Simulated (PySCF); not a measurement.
C6H6NO (charge -1).
Atom-mapped SMILES: `[N:1]#[C:2]/[C:3](=[CH:4]\[O-:5])[CH:6]1[CH2:7][CH2:8]1` (hydrogens: H9 on C4; H10 on C6; H11, H12 on C7; H13, H14 on C8)

The geometry is computed with GFN2-xTB (gas phase).

List the bond lengths, angles and torsions at this level.

```csv
bond,length (Å)
N1≡C2,1.161
C2–C3,1.381
C3=C4,1.391
C4–O5,1.242
C3–C6,1.495
"C6–C7, C6–C8",1.503
C7–C8,1.499
C4–H9,1.128
C6–H10,1.093
"C7–H11, C8–H13",1.080
"C7–H12, C8–H14",1.083
```

Bonds in one row agree within 0.01 Å and their mean is given. A selection of angles:
```csv
angle,degrees
N1–C2–C3,177.3
C2–C3–C4,123.3
C2–C3–C6,116.4
C4–C3–C6,120.3
C3–C4–O5,130.1
C3–C6–C7,120.3
C7–C6–C8,59.8
C6–C7–C8,60.1
```

Torsions: C2–C3–C4–O5 -1° (synperiplanar); C2–C3–C6–C7 125° (anticlinal); C3–C6–C7–C8 -110° (anticlinal); C3–C6–C8–C7 110° (anticlinal). The mirror-image conformer, all signs reversed, is as good.

C4 (vinylic carbon bearing oxygen) is planar (angles 130.1°, 117.8° and 112.1°, sum 360.0°, 0.00 Å off the plane of its three neighbours). Of the pairs four or more bonds apart, C7···H9 is among the closest relative to their van der Waals radii: 2.85 Å, 98 % of the sum of Bondi's values. The 3-membered ring C6–C7–C8 has internal angles of 59.8° to 60.1°. The C–C distances run from 1.381 Å (C2–C3, drawn single) to 1.503 Å (C6–C7, drawn single), a spread of 0.122 Å. C3 (carbon bonded to 3 C) is planar (angles 123.3°, 120.3° and 116.4°, sum 360.0°, 0.01 Å off the plane of its three neighbours).

Point group: C1 (no symmetry element, even within 0.4 Å). Whether it is a minimum is left open (no frequencies).
